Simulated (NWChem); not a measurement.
System: CuNH4; SMILES [NH3]->[CuH]

The following NWChem deck was run.

```
start job
memory heap 200 mb stack 900 mb global 1100 mb
geometry units angstroms noautosym nocenter noautoz
  Cu     0.000000     0.000000    -0.437168
  H      0.000000     0.000000    -1.927225
  N      0.000000     0.000000     1.432512
  H     -0.898730    -0.293335     1.828787
  H      0.195330     0.924990     1.828787
  H      0.703400    -0.631656     1.828787
end
basis spherical
  * library pcsseg-1
end
dft
  xc pbe0
  iterations 150
end
property
  shielding 4 1 2 3 4
end
task dft property
```

Parts of the log:

```
             Northwest Computational Chemistry Package (NWChem) 7.3.0
             --------------------------------------------------------

                             Geometry "geometry" -> ""
                             -------------------------

 Output coordinates in angstroms (scale by  1.889725989 to convert to a.u.)

  No.       Tag          Charge          X              Y              Z
 ---- ---------------- ---------- -------------- -------------- --------------
    1 Cu                  29.0000     0.00000000     0.00000000    -0.43716800
    2 H                    1.0000     0.00000000     0.00000000    -1.92722500
    3 N                    7.0000     0.00000000     0.00000000     1.43251200
    4 H                    1.0000    -0.89873000    -0.29333500     1.82878700
    5 H                    1.0000     0.19533000     0.92499000     1.82878700
    6 H                    1.0000     0.70340000    -0.63165600     1.82878700

 Effective nuclear repulsion energy (a.u.)      99.8279548104

                              NWChem Property Module
                              ----------------------

  itol2e modified to match energy
  convergence criterion.

                                 NWChem DFT Module
                                 -----------------

 Summary of "ao basis" -> "ao basis" (spherical)
 ------------------------------------------------------------------------------
       Tag                 Description            Shells   Functions and Types
 ---------------- ------------------------------  ------  ---------------------
 Cu                         pcsseg-1                15       45   5s6p3d1f
 H                          pcsseg-1                 3        5   2s1p
 N                          pcsseg-1                 7       17   3s3p1d

  itol2e modified to match energy
  convergence criterion.

            General Information
            -------------------
          SCF calculation type: DFT
          Wavefunction type:  closed shell.
          No. of atoms     :     6
          No. of electrons :    40
           Alpha electrons :    20
            Beta electrons :    20
          Charge           :     0
          Spin multiplicity:     1
          Use of symmetry is: off; symmetry adaption is: off
          Maximum number of iterations: 150
          AO basis - number of functions:    82
                     number of shells:    34
          Convergence on energy requested:  1.00D-07
          Convergence on density requested:  1.00D-05
          Convergence on gradient requested:  5.00D-04

              XC Information
              --------------
                         PBE0 Method XC Functional
                     Hartree-Fock (Exact) Exchange  0.250
          PerdewBurkeErnzerhof Exchange Functional  0.750
            Perdew 1991 LDA Correlation Functional  1.000 local
           PerdewBurkeErnz. Correlation Functional  1.000 non-local

             Grid Information
             ----------------
          Grid used for XC integration:  fine
          Radial quadrature: Mura-Knowles
          Angular quadrature: Lebedev.
          Tag              B.-S. Rad. Rad. Pts. Rad. Cut. Ang. Pts.
          ---              ---------- --------- --------- ---------
          Cu                  1.35      140           9.0       974
          H                   0.35       60          11.0       590
          N                   0.65       70          10.0       590
          Grid pruning is: on
          Number of quadrature shells:   450
          Spatial weights used:  Erf1

      Superposition of Atomic Density Guess
      -------------------------------------

 Sum of atomic energies:       -1695.00619122

      Non-variational initial energy
      ------------------------------

 Total energy =   -1695.458312
 1-e energy   =   -2556.798981
 2-e energy   =     761.512714
 HOMO         =      -0.405274
 LUMO         =      -0.011052

   convergence    iter        energy       DeltaE   RMS-Dens  Diis-err
 ---------------- ----- ----------------- --------- --------- ---------
 d= 0,ls=0.0,diis     1  -1696.9939086566 -1.80D+03  1.90D-01  3.14D+00
 d= 0,ls=0.5,diis     2  -1676.0730908433  2.09D+01  6.32D-02  2.16D+02
 d= 0,ls=0.5,diis     3  -1685.5971383705 -9.52D+00  5.85D-02  1.69D+02
 d= 0,ls=0.5,diis     4  -1691.4784460808 -5.88D+00  3.93D-02  8.62D+01
 d= 0,ls=0.5,diis     5  -1694.3835097569 -2.91D+00  2.45D-02  3.24D+01
 d= 0,ls=0.5,diis     6  -1695.6916564159 -1.31D+00  2.92D-02  1.01D+01
 d= 0,ls=0.5,diis     7  -1696.6051588365 -9.14D-01  2.87D-02  1.46D+00
 d= 0,ls=0.5,diis     8  -1696.9640392869 -3.59D-01  1.27D-02  1.77D+00
  Resetting Diis
 d= 0,ls=0.5,diis     9  -1696.9453148662  1.87D-02  5.96D-03  3.72D+00
 d= 0,ls=0.5,diis    10  -1696.9031785051  4.21D-02  2.14D-02  4.95D+00
 d= 0,ls=0.5,diis    11  -1696.4067634508  4.96D-01  6.24D-03  2.25D+01
 d= 0,ls=0.5,diis    12  -1697.0274757448 -6.21D-01  4.49D-03  3.13D+00
 d= 0,ls=0.5,diis    13  -1697.1603109750 -1.33D-01  2.82D-03  2.76D-01
 d= 0,ls=0.5,diis    14  -1697.1806010975 -2.03D-02  1.76D-03  1.93D-02
 d= 0,ls=0.5,diis    15  -1697.1851893063 -4.59D-03  1.31D-03  4.85D-03
 d= 0,ls=0.5,diis    16  -1697.1872265081 -2.04D-03  9.14D-04  5.50D-03
 d= 0,ls=0.5,diis    17  -1697.1883057143 -1.08D-03  6.43D-04  3.67D-03
 d= 0,ls=0.5,diis    18  -1697.1888847269 -5.79D-04  4.71D-04  1.58D-03
 d= 0,ls=0.5,diis    19  -1697.1891769255 -2.92D-04  3.30D-04  6.16D-04
 d= 0,ls=0.5,diis    20  -1697.1893109728 -1.34D-04  2.29D-04  2.61D-04
 d= 0,ls=0.5,diis    21  -1697.1893737414 -6.28D-05  1.53D-04  7.95D-05
 d= 0,ls=0.5,diis    22  -1697.1894002561 -2.65D-05  1.02D-04  2.97D-05
 d= 0,ls=0.5,diis    23  -1697.1894118739 -1.16D-05  6.86D-05  1.36D-05
 d= 0,ls=0.5,diis    24  -1697.1894170992 -5.23D-06  4.59D-05  5.83D-06
 d= 0,ls=0.5,diis    25  -1697.1894194369 -2.34D-06  3.09D-05  2.52D-06
 d= 0,ls=0.5,diis    26  -1697.1894204923 -1.06D-06  2.07D-05  1.03D-06
 d= 0,ls=0.5,diis    27  -1697.1894209632 -4.71D-07  1.39D-05  4.55D-07
 d= 0,ls=0.5,diis    28  -1697.1894211753 -2.12D-07  9.31D-06  1.96D-07
 d= 0,ls=0.5,diis    29  -1697.1894212706 -9.52D-08  6.25D-06  8.62D-08

         Total DFT energy =    -1697.189421313483
      One electron energy =    -2563.838358807652
           Coulomb energy =      842.087400113341
    Exchange-Corr. energy =      -75.266417429549
 Nuclear repulsion energy =       99.827954810377

 Numeric. integr. density =       40.000000410545

                       DFT Final Molecular Orbital Analysis
                       ------------------------------------

 Vector   18  Occ=2.000000D+00  E=-2.451323D-01
              MO Center=  1.4D-04, -4.5D-05, -4.4D-01, r^2= 3.7D-01
   Bfn.  Coefficient  Atom+Function         Bfn.  Coefficient  Atom+Function
  ----- ------------  ---------------      ----- ------------  ---------------
    28      0.601239  1 Cu d  2              33      0.371986  1 Cu d  2
    38      0.245600  1 Cu d  2              24      0.193756  1 Cu d -2
    29      0.119877  1 Cu d -2              34      0.079147  1 Cu d -2

 Vector   19  Occ=2.000000D+00  E=-2.451320D-01
              MO Center= -1.4D-04,  5.0D-05, -4.4D-01, r^2= 3.7D-01
   Bfn.  Coefficient  Atom+Function         Bfn.  Coefficient  Atom+Function
  ----- ------------  ---------------      ----- ------------  ---------------
    24      0.601239  1 Cu d -2              29      0.371986  1 Cu d -2
    34      0.245600  1 Cu d -2              28     -0.193756  1 Cu d  2
    33     -0.119877  1 Cu d  2              38     -0.079147  1 Cu d  2

 Vector   20  Occ=2.000000D+00  E=-2.010166D-01
              MO Center=  2.5D-07, -7.7D-07, -8.7D-01, r^2= 2.0D+00
   Bfn.  Coefficient  Atom+Function         Bfn.  Coefficient  Atom+Function
  ----- ------------  ---------------      ----- ------------  ---------------
     5      0.386143  1 Cu s                 26     -0.376897  1 Cu d  0
     3     -0.305010  1 Cu s                  4      0.266965  1 Cu s
    31     -0.233585  1 Cu d  0              46      0.232116  2 H  s
    36     -0.157767  1 Cu d  0              47      0.146250  2 H  s
     2      0.122801  1 Cu s                 23     -0.081995  1 Cu pz

 Vector   21  Occ=0.000000D+00  E=-6.017180D-04
              MO Center=  2.3D-06, -2.8D-06,  1.5D+00, r^2= 4.7D+00
   Bfn.  Coefficient  Atom+Function         Bfn.  Coefficient  Atom+Function
  ----- ------------  ---------------      ----- ------------  ---------------
    53      1.051635  3 N  s                 69     -0.524633  4 H  s
    74     -0.524635  5 H  s                 79     -0.524634  6 H  s
     5     -0.438389  1 Cu s                 47      0.360639  2 H  s
    52      0.216441  3 N  s                 62      0.184593  3 N  pz
    26     -0.153931  1 Cu d  0               4      0.134425  1 Cu s

 Vector   22  Occ=0.000000D+00  E= 8.023659D-02
              MO Center= -1.3D-01, -5.8D-01,  1.9D+00, r^2= 3.9D+00
   Bfn.  Coefficient  Atom+Function         Bfn.  Coefficient  Atom+Function
  ----- ------------  ---------------      ----- ------------  ---------------
    69      1.455301  4 H  s                 79     -1.440952  6 H  s
    60      0.745272  3 N  px                57      0.250212  3 N  px
    61     -0.150710  3 N  py                54      0.138601  3 N  px
    68      0.106829  4 H  s                 78     -0.105775  6 H  s
    21     -0.064651  1 Cu px                58     -0.050598  3 N  py

 Vector   23  Occ=0.000000D+00  E= 8.023662D-02
              MO Center=  1.3D-01,  5.8D-01,  1.9D+00, r^2= 3.9D+00
   Bfn.  Coefficient  Atom+Function         Bfn.  Coefficient  Atom+Function
  ----- ------------  ---------------      ----- ------------  ---------------
    74      1.672152  5 H  s                 79     -0.848505  6 H  s
    69     -0.823651  4 H  s                 61     -0.745272  3 N  py
    58     -0.250212  3 N  py                60     -0.150710  3 N  px
    55     -0.138601  3 N  py                73      0.122746  5 H  s
    22      0.064651  1 Cu py                78     -0.062286  6 H  s

     Multipole analysis of the density
     ---------------------------------

     L   x y z        total         alpha         beta         nuclear
     -   - - -        -----         -----         ----         -------
     0   0 0 0      0.000000    -20.000000    -20.000000     40.000000

     1   1 0 0      0.000006      0.000003      0.000003      0.000000
     1   0 1 0     -0.000011     -0.000004     -0.000004     -0.000002
     1   0 0 1      2.666741      0.474634      0.474634      1.717474

     2   2 0 0    -15.665782    -10.226649    -10.226649      4.787515
     2   1 1 0     -0.000062     -0.000032     -0.000032      0.000002
     2   1 0 1     -0.000053     -0.000026     -0.000026      0.000000
     2   0 2 0    -15.665842    -10.226679    -10.226679      4.787516
     2   0 1 1      0.000102      0.000054      0.000054     -0.000007
     2   0 0 2    -15.825906    -68.004281    -68.004281    120.182656

          -----------------------------------------
          Chemical Shielding Tensors (GIAO, in ppm)
          -----------------------------------------

                                NWChem CPHF Module
                                ------------------

  scftype          =     RHF
  nclosed          =       20
  nopen            =        0
  variables        =     1240
  # of vectors     =        3
  tolerance        = 0.10D-03
  level shift      = 0.00D+00
  max iterations   =       50
  max subspace     =       30

 SCF residual:    2.7313374421676867E-004

Iterative solution of linear equations
  No. of variables     1240
  No. of equations        3
  Maximum subspace       30
        Iterations       50
       Convergence  1.0D-04

   iter   nsub   residual    time
   ----  ------  --------  ---------
     1      3    3.23D-01      36.4
     2      6    3.79D-02      39.0
     3      9    2.50D-03      41.6
     4     12    1.40D-04      44.2
     5     15    1.59D-05      46.7

      Atom:    1  Cu
        Diamagnetic
   2397.6194      0.0018      0.0003
      0.0018   2397.6211     -0.0005
      0.0003     -0.0005   2412.1413

        Paramagnetic
  -2059.4436      0.9529      0.1376
      0.9529  -2058.4919     -0.2656
      0.1376     -0.2656    -22.8336

        Total Shielding Tensor
    338.1758      0.9546      0.1379
      0.9546    339.1292     -0.2661
      0.1379     -0.2661   2389.3078

           isotropic =    1022.2042
          anisotropy =    2050.6553

          Principal Components and Axis System
                 1           2           3
             2389.3078    339.7195    337.5854

      1         0.0001      0.5260      0.8505
      2        -0.0001      0.8505     -0.5260
      3         1.0000      0.0001     -0.0001

      Atom:    2  H
        Diamagnetic
     21.3724     -0.0001      0.0001
     -0.0001     21.3722     -0.0002
      0.0001     -0.0002     44.1617

        Paramagnetic
      5.1039     -0.0024      0.0001
     -0.0024      5.1015     -0.0003
      0.0001     -0.0003     -0.0978

        Total Shielding Tensor
     26.4763     -0.0025      0.0003
     -0.0025     26.4737     -0.0005
      0.0003     -0.0005     44.0639

           isotropic =      32.3380
          anisotropy =      17.5890

          Principal Components and Axis System
                 1           2           3
               44.0639     26.4778     26.4721

      1         0.0000      0.8506      0.5258
      2        -0.0000     -0.5258      0.8506
      3         1.0000     -0.0000      0.0000

      Atom:    3  N
        Diamagnetic
    312.6893      0.0000      0.0001
      0.0000    312.6893     -0.0002
      0.0001     -0.0002    316.7569

        Paramagnetic
    -47.1762     -0.0042      0.0016
     -0.0042    -47.1805     -0.0031
      0.0016     -0.0031    -78.8454

        Total Shielding Tensor
    265.5131     -0.0042      0.0017
     -0.0042    265.5089     -0.0033
      0.0017     -0.0033    237.9115

           isotropic =     256.3112
          anisotropy =      13.8068

          Principal Components and Axis System
                 1           2           3
              265.5157    265.5063    237.9115

      1         0.8513      0.5248     -0.0001
      2        -0.5248      0.8513      0.0001
      3         0.0001     -0.0001      1.0000

      Atom:    4  H
        Diamagnetic
     35.7915      4.5301     -7.4895
      4.5301     23.3908     -2.4445
     -7.4895     -2.4445     28.5703

        Paramagnetic
      0.4710      0.2016      0.5217
      0.2016     -0.0810      0.1703
      0.5217      0.1703      1.2453

        Total Shielding Tensor
     36.2625      4.7317     -6.9678
      4.7317     23.3098     -2.2741
     -6.9678     -2.2741     29.8156

           isotropic =      29.7960
          anisotropy =      18.5448

          Principal Components and Axis System
                 1           2           3
               42.1592     25.4634     21.7654

      1         0.8174      0.4854     -0.3103
      2         0.2668      0.1584      0.9506
      3        -0.5106      0.8598     -0.0000
```

Level: PBE0/pcSseg-1, GIAO. Structure relaxed at the B3LYP/6-31G* (spherical d) level. The printed shielding anisotropy is the first printed principal value minus the mean of the other two.
